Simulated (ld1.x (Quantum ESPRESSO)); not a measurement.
How hard is this silicon ultrasoft potential?

- Element: Si
- Generator: ld1.x (Quantum ESPRESSO) 7.5
- Type: ultrasoft
- Functional: PBEsol
- Relativity: scalar-relativistic
- Frozen core: [Ne]
- Valence charge: 4
- Reference configuration: 3s2 3p2
- Partial waves: 3s (bound): rcut 1.55, rcutus 1.75 bohr; 3s channel at -0.25 Ry: rcut 1.55, rcutus 1.75 bohr; 3p (bound): rcut 1.90, rcutus 2.25 bohr; 3p channel at 2.5 Ry: rcut 1.90, rcutus 2.25 bohr; 3d channel at 0.4 Ry: rcut 1.40, rcutus 1.70 bohr; 3d channel at 2.5 Ry: rcut 1.40, rcutus 1.70 bohr
- Local potential: all-electron potential smoothed inside 1.45 bohr (lloc = -1)
- Core correction: none
- Augmentation charge: built from norm-conserving waves at rcut, not smoothed further

The pseudo-atom Hamiltonian at the reference potential is diagonalised in spherical Bessel functions j_l(qr) that vanish at 20 bohr, with q² up to the cutoff. All-electron valence levels (Ry): 3s -0.7915, 3p -0.2982.

Question: How do the lowest levels (Ry) of each channel move with the cutoff, and are there ghosts?

Answer:

```
cutoff (Ry)     s #1     p #1    p #2    d #1    d #2    f #1  Σ f·Δε (mRy)
          8  -0.7869  -0.2912  0.0266  0.0571  0.1361  0.1099          31.6
         10  -0.7898  -0.2971  0.0263  0.0570  0.1356  0.1099          14.0
         12  -0.7910  -0.3002  0.0262  0.0569  0.1351  0.1099           5.4
         18  -0.7913  -0.3023  0.0261  0.0568  0.1344  0.1099           0.6
         21  -0.7914  -0.3023  0.0261  0.0567  0.1343  0.1099           0.4
         25  -0.7914  -0.3023  0.0261  0.0567  0.1342  0.1099           0.3
        400  -0.7915  -0.3024  0.0261  0.0567  0.1341  0.1099           0.0
```

Result: no extra level below or beside the all-electron valence levels (s, p, d, f tested); 10 mRy is reached at 12 Ry and 1 mRy at 18 Ry.
